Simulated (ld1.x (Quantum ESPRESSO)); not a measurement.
**Varying the ultrasoft potential for platinum**

Base potential:

ld1.x (Quantum ESPRESSO) 7.5 input, shortened:

```
&input
   title='Pt', zed=78., rel=1, dft='BLYP', iswitch=3,
   config='[Xe] 4f14 5d9 6s0.75 6p0'
 /
 &inputp
   pseudotype=3, tm=.true., lloc=-1, rcloc=1.95,
   nlcc=.true., new_core_ps=.true.,
   which_augfun='PSQ', rmatch_augfun=0.90
 /
6
6S  1  0   0.75   0.00  1.55  2.15  0.0
6S  1  0   0.00   0.10  1.55  2.15  0.0
6P  2  1   0.00   0.00  3.35  4.10  0.0
6P  2  1   0.00   2.90  3.35  4.10  0.0
5D  3  2   9.00   0.00  1.15  1.45  0.0
5D  3  2   0.00   1.15  1.15  1.45  0.0
 &test
   configts(1)='5d9 6s0.75 6p0'
 /
```

Cutoffs, loose and tight: the cutoffs (Ry, on a coarse ladder) from which the occupation-weighted sum of valence levels, in a spherical-Bessel basis at the reference potential, stays within 10 and 1 mRy of its value at 400 Ry. They do not see the model core or the augmentation charge, which bear on the density cutoff. Test errors are all-electron minus pseudo excitation energies from the reference, over the configurations 5d9 6s1 6p0; 5d9 6s0 6p0; 5d8 6s0 6p0; 5d10 6s0 6p0; 5d9 6s0 6p1; 5d8 6s1 6p0; 5d8 6s1 6p1. A dash means not determined; rows that change the core or the reference have their own tests. The largest error is taken over the tests solved by every variant that gives reliable tests at all: 5d10 6s0 6p0; 5d8 6s0 6p0; 5d9 6s0 6p0; 5d9 6s0 6p1; 5d9 6s1 6p0.

A true bound ghost makes a file unfit for plane-wave use even where its test errors are small: the radial tests pick states by their node count and pass the ghost by.

```tsv
change	outcome	cutoff, loose	cutoff, tight	bound ghosts	largest test error (meV)
base	generated	50 Ry	90 Ry	s	-39
waves 6s (bound): rcut 1.30, rcutus 1.38 bohr; 6s channel at 0.1 Ry: rcut 1.30, rcutus 1.38 bohr	failed: run_pseudo: Errors in PS-KS equation	–	–	–	–
waves 6s (bound): rcut 1.55, rcutus 1.76 bohr; 6s channel at 0.1 Ry: rcut 1.55, rcutus 1.76 bohr	failed: run_pseudo: Errors in PS-KS equation	–	–	–	–
waves 6s (bound): rcut 1.55, rcutus 1.96 bohr; 6s channel at 0.1 Ry: rcut 1.55, rcutus 1.96 bohr	failed: run_pseudo: Errors in PS-KS equation	–	–	–	–
waves 6s (bound): rcut 1.55, rcutus 2.36 bohr; 6s channel at 0.1 Ry: rcut 1.55, rcutus 2.36 bohr	generated	50 Ry	90 Ry	s	-39
waves 6s (bound): rcut 1.55, rcutus 2.52 bohr; 6s channel at 0.1 Ry: rcut 1.55, rcutus 2.52 bohr	generated	50 Ry	90 Ry	s	-42
waves 6s (bound): rcut 1.55, rcutus 2.94 bohr; 6s channel at 0.1 Ry: rcut 1.55, rcutus 2.94 bohr	generated	50 Ry	90 Ry	s	-147
waves 6s (bound): rcut 1.55, rcutus 3.18 bohr; 6s channel at 0.1 Ry: rcut 1.55, rcutus 3.18 bohr	generated	50 Ry	90 Ry	s	test run stopped at test 1 of 7 (negative rho)
```

Reading the sweep of the s radius (base included, trends over the rows without a ghost): Bound ghosts are found at 2.15, 2.36, 2.52, 2.94, 3.18 bohr. Every judged row has one, so this setting neither creates nor removes them. The generation fails at 1.38, 1.76, 1.96 bohr.
